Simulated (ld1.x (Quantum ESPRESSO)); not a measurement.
**Before and after: TM potential for zirconium**

zirconium, norm-conserving Troullier–Martins (Kleinman–Bylander form), made with ld1.x (Quantum ESPRESSO) 7.5 (Wu–Cohen, scalar-relativistic). Core [Kr], reference 4d2 5s0.5 5p0 (charge +1.5). Waves: 5p (bound, empty): rc 2.60 bohr; 4d (bound): rc 2.05 bohr; 5s (bound): rc 2.65 bohr. Local part: the s channel. Core correction: none.

Change: all radii scaled by about 1.39 (s 3.68, p 3.62, d 2.84 bohr).

Cutoffs: the cutoffs (Ry, on a coarse ladder) from which the occupation-weighted sum of valence levels, in a spherical-Bessel basis at the reference potential, stays within 10 and 1 mRy of its value at 400 Ry; they do not see the model core or the augmentation charge, which bear on the density cutoff. Errors are all-electron minus pseudo energies relative to the spin-unpolarised reference configuration.

**Question.** Predict the effect on cutoff, ghosts and configuration errors.

**Answer.** The potential gets softer (30 Ry and 35 Ry → 21 Ry and 25 Ry); the bound ghost in p disappears; of the 7 tests that both files solve, the error grows in 3 and shrinks in 3 by more than 15 % and 0.3 meV (median size 16.2 → 14.9 meV). A larger radius leaves more room for a smooth pseudo-wave, so fewer plane waves are needed.

| quantity | base | changed |
| --- | --- | --- |
| cutoff, loose | 30 Ry | 21 Ry |
| cutoff, tight | 35 Ry | 25 Ry |
| loose cutoff by channel (10 mRy a level) | d 30 Ry, s 6 Ry | d 21 Ry, s 6 Ry |
| bound ghosts | p | none |
| error for 4d2 5s2 5p0, meV [ΔE -12.88 eV] | -23 | -19 |
| error for 4d2 5s1 5p0, meV [ΔE -5.70 eV] | +1.2 | +1.5 |
| error for 4d2 5s0 5p0, meV [ΔE 7.17 eV] | +34 | +33 |
| error for 4d1 5s2 5p1, meV [ΔE -9.86 eV] | -13 | +15 |
| error for 4d2 5s1.5 5p0, meV [ΔE -9.98 eV] | -8.4 | -6.5 |
| error for 4d1 5s2 5p0, meV [ΔE -5.20 eV] | +16 | +69 |
| error for 4d3 5s0 5p0, meV [ΔE -5.35 eV] | -33 | -6.5 |

 A true bound ghost makes a file unfit for plane-wave use even where its test errors are small: the radial tests pick states by their node count and pass the ghost by.
